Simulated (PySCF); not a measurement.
PySCF job for C2H6INSi, SMILES CN(C)[Si]I (connectivity only; charge and spin as stated), neutral, multiplicity 1, PBE-D3(BJ)/def2-SVP. The structure is a stationary point at PBE-D3(BJ)/def2-SVP. The def2 effective core potentials stand for the cores of I; spin–orbit coupling is left out. The values are those of a single conformer.

```python
import numpy as np
from pyscf import gto, scf, dft, df
from pyscf.hessian import thermo

mol = gto.M(
    atom='''
    Si    1.17874526    0.82278103   -0.00000000
    I    -0.07110054   -1.39651155    0.00000000
    N    -0.11614145    2.00403533   -0.00000000
    C     0.32879388    3.39668619   -0.00000000
    C    -1.56384682    1.87229919    0.00000000
    H    -0.04246984    3.93681619   -0.89965965
    H    -0.04246984    3.93681619    0.89965966
    H     1.43804273    3.44706679   -0.00000000
    H    -2.00314774    2.36350569    0.89737352
    H    -2.00314774    2.36350569   -0.89737353
    H    -1.85760471    0.80630791    0.00000000
    ''',
    basis='def2-SVP',
    ecp={'I': 'def2-svp'},
    charge=0,
    spin=0,
    max_memory=1600,
    verbose=3,
)
mf = dft.RKS(mol, xc='pbe').density_fit(auxbasis='def2-universal-jkfit')
mf.disp = 'd3bj'
mf.grids.level = 3
mf.conv_tol = 1e-11
mf.max_cycle = 100
mf.kernel()

# analytic Hessian; the response equations are solved on a coarser grid
h, args, fine = mf.Hessian(), (mf.mo_energy, mf.mo_coeff, mf.mo_occ), mf.grids
h.max_memory = max(150, 2.5e-5 * df.make_auxmol(mol, mf.with_df.auxbasis).nao * mol.nelec[0] * (mol.nelec[0] + mol.nao))  # MB; small integral blocks
h1ao = h.make_h1(mf.mo_coeff, mf.mo_occ)
mf.grids = dft.Grids(mol).set(level=1).build(with_non0tab=True)
mo1, mo_e1 = h.solve_mo1(*args, h1ao)
mf.grids = fine
hess = h.hess_elec(*args, mo1, mo_e1, h1ao) + h.hess_nuc()
if mf.do_disp():
    hess += h.get_dispersion()
for i in range(mol.natm):  # the analytic DFT Hessian lacks the response of the grid: restore translational invariance
    hess[i, i] -= hess[i].sum(axis=0)
hess = (hess + hess.transpose(1, 0, 3, 2)) / 2
vib = thermo.harmonic_analysis(mol, hess, imaginary_freq=False)
thermo.dump_normal_mode(mol, vib)
th = thermo.thermo(mf, vib['freq_au'][vib['freq_au'] > 0], 298.15, 101325)
thermo.dump_thermo(mol, th)
g0 = mf.nuc_grad_method().set(verbose=0).kernel()

# dipole derivatives [dipole axis, atom, xyz] from the same response
r, irp = mol.intor('int1e_r'), mol.intor('int1e_irp').reshape(3, 3, mol.nao, mol.nao)
sl, dm0, ok = mol.aoslice_by_atom(), np.array(mf.make_rdm1()), []
dmu = np.einsum('a,xt->xat', mol.atom_charges(), np.eye(3))
for a, (_, _, p0, p1) in enumerate(sl):
    dmu[:, a] += 2 * np.einsum('xtij,ij->xt', irp[:, :, :, p0:p1], dm0.reshape(-1, mol.nao, mol.nao).sum(0)[:, p0:p1])
    for u, c, occ, f in [(mo1, mf.mo_coeff, mf.mo_occ, 4)]:
        dmu[:, a] -= f * np.einsum('tui,xuv,vi->xt', u[a], r, c[:, occ > 0], optimize=True)
L = vib['norm_mode']
ir = 974.8801 * (np.einsum('xat,kat->kx', dmu, L) ** 2).sum(1)       # km/mol
apt = np.einsum('xax->a', dmu) / 3
print('mode   freq/cm-1   IR/(km/mol)')
for k, w in enumerate(vib['freq_wavenumber']):
    print(f'{k + 1:4d} {w:11.2f} {ir[k]:13.3f}')
print('max |gradient| / (hartree/bohr):', abs(g0).max())
print('APT charges:', apt.round(4))
```

Program output:

```
converged SCF energy = -721.284906970029

WARN: DFTD3 does not support analytical Hessian, using finite difference


WARN: Mole.unit (angstrom) is changed to Bohr

Mode                                 0                   1                   2
Irrep
Freq [cm^-1]                       88.6893            140.4763            179.6626
Reduced mass [au]                   3.0588              6.0044              1.1324
Force const [Dyne/A]                0.0142              0.0698              0.0215
Char temp [K]                     127.6041            202.1141            258.4945
Normal mode                   x     y     z       x     y     z       x     y     z
       0  Si                -0.00  0.00 -0.10    0.07 -0.03 -0.00   -0.00  0.00  0.04
       1   I                 0.00 -0.00  0.02   -0.01  0.04  0.00    0.00 -0.00 -0.00
       2   N                -0.00  0.00 -0.03    0.02 -0.08  0.00   -0.00  0.00 -0.05
       3   C                 0.00  0.00  0.15   -0.06 -0.06  0.00    0.00 -0.00 -0.05
       4   C                -0.00  0.00 -0.10    0.03 -0.15 -0.00   -0.00  0.00  0.03
       5   H                 0.01  0.12  0.22   -0.09 -0.08  0.00    0.01 -0.01 -0.06
       6   H                -0.01 -0.12  0.22   -0.09 -0.08 -0.00   -0.01  0.01 -0.06
       7   H                 0.00 -0.00  0.17   -0.06  0.00  0.00    0.00 -0.00 -0.04
       8   H                -0.03 -0.15 -0.03    0.01 -0.17  0.00    0.08 -0.46  0.32
       9   H                 0.03  0.15 -0.03    0.01 -0.17 -0.00   -0.08  0.46  0.32
      10   H                -0.00  0.00 -0.28    0.07 -0.16 -0.00   -0.00  0.00 -0.47
Mode                                 3                   4                   5
Irrep
Freq [cm^-1]                      231.6537            255.5399            321.9813
Reduced mass [au]                   4.5544              1.1821              2.2244
Force const [Dyne/A]                0.1440              0.0455              0.1359
[...]
       6   H                -0.22 -0.03 -0.01   -0.04 -0.08 -0.00    0.11  0.15  0.00
       7   H                -0.13  0.21  0.00   -0.04 -0.07 -0.00    0.04 -0.03  0.00
       8   H                 0.09  0.18 -0.00    0.02  0.17 -0.00   -0.20 -0.07  0.01
       9   H                 0.09  0.18  0.00    0.02  0.17  0.00   -0.20 -0.07 -0.01
      10   H                -0.12  0.15  0.00   -0.21  0.13 -0.00   -0.04 -0.04  0.00
Mode                                 9                  10                  11
Irrep
Freq [cm^-1]                      970.6579           1035.4192           1059.4671
Reduced mass [au]                   2.5700              1.3628              1.2310
Force const [Dyne/A]                1.4266              0.8608              0.8141
Char temp [K]                    1396.5606           1489.7377           1524.3373
Normal mode                   x     y     z       x     y     z       x     y     z
       0  Si                 0.02 -0.02 -0.00    0.00  0.00  0.00    0.00 -0.00  0.00
       1   I                -0.00 -0.00  0.00    0.00  0.00 -0.00   -0.00  0.00 -0.00
       2   N                -0.07  0.11 -0.00    0.03  0.03  0.00   -0.00  0.00 -0.00
       3   C                -0.10 -0.10  0.00    0.06 -0.08 -0.00   -0.00 -0.00 -0.09
       4   C                 0.09  0.06 -0.00   -0.06  0.08  0.00    0.00 -0.00  0.09
       5   H                 0.11  0.03 -0.02   -0.24 -0.21  0.05    0.06  0.39  0.12
       6   H                 0.11  0.03  0.02   -0.24 -0.21 -0.05   -0.06 -0.39  0.12
       7   H                -0.08 -0.41 -0.00    0.04  0.37  0.00   -0.00 -0.00  0.20
       8   H                -0.05 -0.08  0.01   -0.25 -0.20  0.06   -0.41  0.03 -0.12
       9   H                -0.05 -0.08 -0.01   -0.25 -0.20 -0.06    0.41 -0.03 -0.12
      10   H                 0.34 -0.01  0.00    0.40 -0.05 -0.00   -0.00  0.00 -0.22
Mode                                12                  13                  14
Irrep
Freq [cm^-1]                     1115.6010           1177.4432           1251.2863
Reduced mass [au]                   1.4303              4.7988              2.4592
Force const [Dyne/A]                1.0488              3.9198              2.2686
Char temp [K]                    1605.1014           1694.0786           1800.3224
Normal mode                   x     y     z       x     y     z       x     y     z
       0  Si                -0.00  0.00  0.00    0.01  0.00 -0.00    0.02 -0.01 -0.00
       1   I                 0.00  0.00  0.00   -0.00  0.00  0.00   -0.00 -0.00 -0.00
       2   N                 0.00 -0.00 -0.09   -0.13 -0.14  0.00   -0.14  0.09 -0.00
       3   C                -0.00  0.00  0.09    0.03  0.10 -0.00    0.09 -0.04  0.00
       4   C                -0.00  0.00  0.09    0.10  0.07 -0.00    0.07 -0.07  0.00
       5   H                -0.03 -0.37 -0.12    0.00  0.05 -0.01   -0.25 -0.07  0.11
       6   H                 0.03  0.37 -0.12    0.00  0.05  0.01   -0.25 -0.07 -0.11
       7   H                 0.00  0.00 -0.21    0.03  0.08  0.00    0.07  0.24 -0.00
       8   H                -0.35  0.04 -0.11   -0.05 -0.13  0.04    0.10  0.19 -0.11
       9   H                 0.35 -0.04 -0.11   -0.05 -0.13 -0.04    0.10  0.19  0.11
      10   H                 0.00 -0.00 -0.21    0.29  0.01  0.00   -0.16 -0.00 -0.00
Mode                                15                  16                  17
Irrep
Freq [cm^-1]                     1367.6228           1392.8332           1393.7319
Reduced mass [au]                   1.1426              1.1837              1.0370
Force const [Dyne/A]                1.2591              1.3529              1.1868
Char temp [K]                    1967.7047           2003.9769           2005.2699
Normal mode                   x     y     z       x     y     z       x     y     z
       0  Si                 0.00  0.00  0.00   -0.00  0.00 -0.00   -0.00  0.00  0.00
       1   I                -0.00 -0.00  0.00   -0.00 -0.00 -0.00    0.00  0.00  0.00
       2   N                 0.02  0.01  0.00    0.00 -0.00  0.00   -0.00 -0.00 -0.01
       3   C                 0.02  0.07 -0.00   -0.03 -0.08  0.00   -0.00 -0.00 -0.04
       4   C                 0.07  0.01 -0.00    0.08  0.01 -0.00    0.00 -0.00  0.02
       5   H                -0.17 -0.28 -0.11    0.23  0.26  0.09   -0.41 -0.18  0.04
       6   H                -0.17 -0.28  0.11    0.23  0.26 -0.09    0.41  0.18  0.04
       7   H                 0.04 -0.38  0.00   -0.05  0.46 -0.00   -0.00  0.00  0.63
       8   H                -0.35 -0.12 -0.12   -0.28 -0.13 -0.09    0.11  0.15 -0.02
       9   H                -0.35 -0.12  0.12   -0.28 -0.13  0.09   -0.11 -0.15 -0.02
      10   H                -0.40  0.14 -0.00   -0.37  0.13  0.00   -0.00  0.00 -0.27
Mode                                18                  19                  20
Irrep
Freq [cm^-1]                     1412.1326           1412.5901           1442.5322
Reduced mass [au]                   1.0385              1.0398              1.0688
Force const [Dyne/A]                1.2202              1.2224              1.3104
Char temp [K]                    2031.7444           2032.4026           2075.4827
Normal mode                   x     y     z       x     y     z       x     y     z
       0  Si                 0.00 -0.00  0.00    0.00  0.00 -0.00    0.01 -0.01  0.00
       1   I                -0.00  0.00 -0.00    0.00 -0.00 -0.00    0.00  0.00  0.00
       2   N                -0.00  0.00 -0.02   -0.00  0.01 -0.00   -0.04  0.04  0.00
       3   C                -0.00 -0.00 -0.02    0.03 -0.02  0.00   -0.02  0.01 -0.00
       4   C                 0.00 -0.00 -0.04   -0.00  0.04  0.00    0.00  0.01  0.00
       5   H                -0.17 -0.08  0.01   -0.22  0.18  0.21    0.25 -0.34 -0.31
       6   H                 0.17  0.08  0.01   -0.22  0.18 -0.21    0.25 -0.34  0.31
       7   H                -0.00  0.00  0.27    0.03 -0.19  0.00   -0.02  0.31 -0.00
       8   H                -0.27 -0.35  0.04    0.21 -0.37  0.31    0.20 -0.19  0.20
       9   H                 0.27  0.35  0.04    0.21 -0.37 -0.31    0.20 -0.19 -0.20
      10   H                -0.00  0.00  0.64   -0.33  0.12 -0.00   -0.20  0.06 -0.00
Mode                                21                  22                  23
Irrep
Freq [cm^-1]                     2926.9119           2932.1435           2996.6807
Reduced mass [au]                   1.0341              1.0373              1.1037
Force const [Dyne/A]                5.2197              5.2546              5.8398
Char temp [K]                    4211.1746           4218.7017           4311.5563
Normal mode                   x     y     z       x     y     z       x     y     z
       0  Si                 0.00 -0.00 -0.00   -0.00  0.00  0.00    0.00  0.00 -0.00
       1   I                -0.00  0.00 -0.00   -0.00 -0.00  0.00   -0.00 -0.00  0.00
       2   N                 0.00  0.00 -0.00    0.00 -0.00  0.00    0.00  0.00  0.00
       3   C                 0.00  0.04  0.00   -0.00 -0.02 -0.00    0.00  0.00 -0.04
       4   C                 0.02 -0.01  0.00    0.04 -0.02  0.00    0.00  0.00 -0.08
       5   H                 0.19 -0.26  0.47   -0.08  0.11 -0.20    0.11 -0.15  0.25
       6   H                 0.19 -0.26 -0.47   -0.08  0.11  0.20   -0.11  0.15  0.25
       7   H                -0.41 -0.02  0.00    0.18  0.01 -0.00   -0.00 -0.00 -0.01
       8   H                -0.09  0.11  0.21   -0.23  0.26  0.49   -0.23  0.27  0.47
       9   H                -0.09  0.11 -0.21   -0.23  0.26 -0.49    0.23 -0.27  0.47
      10   H                -0.03 -0.13 -0.00   -0.08 -0.30  0.00   -0.00 -0.00 -0.02
Mode                                24                  25                  26
Irrep
Freq [cm^-1]                     3004.2282           3037.3061           3079.4550
Reduced mass [au]                   1.1060              1.1029              1.1006
Force const [Dyne/A]                5.8810              5.9948              6.1493
Char temp [K]                    4322.4154           4370.0073           4430.6502
Normal mode                   x     y     z       x     y     z       x     y     z
       0  Si                -0.00 -0.00  0.00   -0.00 -0.00 -0.00   -0.00  0.00  0.00
       1   I                -0.00  0.00  0.00    0.00  0.00 -0.00    0.00 -0.00 -0.00
       2   N                 0.00 -0.00 -0.00   -0.00  0.00  0.00    0.00 -0.00  0.00
       3   C                -0.00 -0.00  0.08   -0.09  0.02 -0.00   -0.00  0.00 -0.00
       4   C                 0.00  0.00 -0.04    0.00  0.00  0.00   -0.01 -0.09 -0.00
       5   H                -0.21  0.28 -0.47    0.09 -0.14  0.25    0.00 -0.00  0.01
       6   H                 0.21 -0.28 -0.47    0.09 -0.14 -0.25    0.00 -0.00 -0.01
       7   H                 0.00  0.00  0.01    0.85  0.04 -0.00    0.02  0.00  0.00
       8   H                -0.12  0.15  0.25    0.01 -0.00 -0.01   -0.08  0.09  0.18
       9   H                 0.12 -0.15  0.25    0.01 -0.00  0.01   -0.08  0.09 -0.18
      10   H                -0.00 -0.00 -0.01   -0.00 -0.02  0.00    0.24  0.87 -0.00
temperature 298.1500 [K]
pressure 101325.00 [Pa]
Rotational constants [GHz] 5.79501 0.91638 0.79941
Symmetry number 1
Zero-point energy (ZPE) 0.08120 [Eh]   213179.596 [J/mol]
                           tot       elec      trans        rot        vib
Entropy [J/mol/K]       364.373      0.000    174.766    120.152     69.455
Cv [J/mol/K]             96.971      0.000     12.472     12.472     72.027
Cp [J/mol/K]            105.285      0.000     20.786     12.472     72.027
Internal energy [J/mol]                      3718.434   3718.434 224686.360
Internal energy [Eh]   -721.19650  -721.28491
Enthalpy [J/mol]                             6197.391   3718.434 224686.360
Enthalpy [Eh]          -721.19555
Gibbs free energy [J/mol]                  -45909.224 -32104.794 203978.300
Gibbs free energy [Eh] -721.23693
mode   freq/cm-1   IR/(km/mol)
   1       88.69         0.136
   2      140.48         1.455
   3      179.66         0.375
   4      231.65         9.851
   5      255.54         0.857
   6      321.98         5.961
   7      369.79        22.423
   8      400.75        32.292
   9      644.26        30.156
  10      970.66       116.437
  11     1035.42         3.461
  12     1059.47         0.504
  13     1115.60         2.790
  14     1177.44        33.648
  15     1251.29        14.129
  16     1367.62         2.821
  17     1392.83         4.717
  18     1393.73         2.422
  19     1412.13        13.467
  20     1412.59        17.654
  21     1442.53         5.199
  22     2926.91        37.087
  23     2932.14        90.203
  24     2996.68        41.097
  25     3004.23         3.706
  26     3037.31        10.731
  27     3079.46         1.346
max |gradient| / (hartree/bohr): 5.5352966319916196e-05
APT charges: [ 0.7415 -0.5001 -0.6693  0.2958  0.21   -0.0461 -0.0461  0.0353 -0.0359
 -0.0359  0.0506]
```

The calculation finished and met its thresholds.
